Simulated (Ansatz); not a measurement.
Reactions of C2HCl3Ge (`C#[C][Ge]([Cl])([Cl])[Cl]`).

Program: Ansatz. Geometries: PBE0-D4/def2-TZVP. ΔE: electronic, gas phase. CBS: MP2 limit from def2 TZ/QZ plus the TZ coupled-cluster correction, frozen cores. This one scheme is used for every species. Functionals use def2-TZVPP. Elements past krypton have def2 core potentials. For Br, Ge, Sn outer-core shells are correlated without core-valence functions, which leaves a few kJ/mol of doubt a bond. Scalar relativity is left out up to krypton. Each species was taken in one conformer, which may not be the lowest.

```
                                                                                         reaction  CCSD(T)/CBS(def2) (kJ/mol)
                   `C#[C][Ge]([Cl])([Cl])[Cl]` + `O[SiH3]` → `C#CO[SiH3]` + `[Cl][GeH]([Cl])[Cl]`                         108
                    `C#[C][Ge]([Cl])([Cl])[Cl]` + `CCNC` → `CC[N](C)[Ge]([Cl])([Cl])[Cl]` + `C#C`                         -18
                          `C#[C][Ge]([Cl])([Cl])[Cl]` + CH₄ → `[CH3][Ge]([Cl])([Cl])[Cl]` + `C#C`                           ?
                           `C#[C][Ge]([Cl])([Cl])[Cl]` + HBr → `[Cl][Ge]([Cl])([Cl])[Br]` + `C#C`                         -58
`C#[C][Ge]([Cl])([Cl])[Cl]` + `[CH3][SnH2][Cl]` → `C#[C][SnH]([CH3])[Cl]` + `[Cl][GeH]([Cl])[Cl]`                         -12
```

(1) Fill in the missing values. (An estimate is asked.)

Largest T1 diagnostic: 0.013, for `C#C`.

Answers

(1) Computed: `C#[C][Ge]([Cl])([Cl])[Cl]` + CH₄ → `[CH3][Ge]([Cl])([Cl])[Cl]` + `C#C`: +4.7 kJ/mol.
